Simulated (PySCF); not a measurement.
SMILES COB(OC)OC (C3H9BO3), singlet at its GFN2-xTB optimised geometry (Å):

```
16

C     -0.2878    -1.9190     0.0151
O     -0.9721    -0.6853    -0.0006
B     -0.2938     0.4987     0.0000
O      1.0691     0.4987     0.0000
C      1.8099     1.6992     0.0192
O     -0.9782     1.6781     0.0000
C     -2.3882     1.7132    -0.0283
H     -1.0449    -2.7031    -0.0093
H      0.3692    -2.0074    -0.8527
H      0.3173    -2.0132     0.9195
H      2.8116     1.4654    -0.3439
H      1.3461     2.4562    -0.6159
H      1.8705     2.0866     1.0398
H     -2.6922     2.7031     0.3138
H     -2.8116     0.9447     0.6203
H     -2.7488     1.5498    -1.0470
```

Calculation: PBE/def2-TZVP (PySCF 2.14.0).

Map of the electron localisation function on the plane z = 0.6 Å:

```
|                         |
|                         |
|    .--.                 |
|   -@@@*                 |
|  .%@@@%                 |
|  .%@@@%  --   :==:      |
|   =@@@#.=##. .+%%+.     |
|   .=#%+-#%%: :#@@*:.    |
|   .+##==%%#. .+%%*=-:   |
|  .*@@@*-*%*.:-==++++-   |
|  -@@@@+ -*=-*##=..:-:   |
|  -@@@@.  :.-#%%#.       |
|   +%+  :+#*:=#%#-       |
|       -#%%#: -**-       |
|       *%%%+.   .        |
|       -+*+=-+:          |
|         .-+@@%=         |
|        .=*#@@@*.        |
|       -%@%*%@%+         |
|      .%@@@+-==.         |
|       #@@%-             |
|       .#%*.             |
|         .               |
|                         |
|                         |
```
Scale: ten equal steps from 0.000 (start of ' ') to 1.000 (end of '@'), in the order ' .:-=+*#%@'; x runs from -5.00 to 5.00, y from -5.00 (bottom) to 5.00 (top).
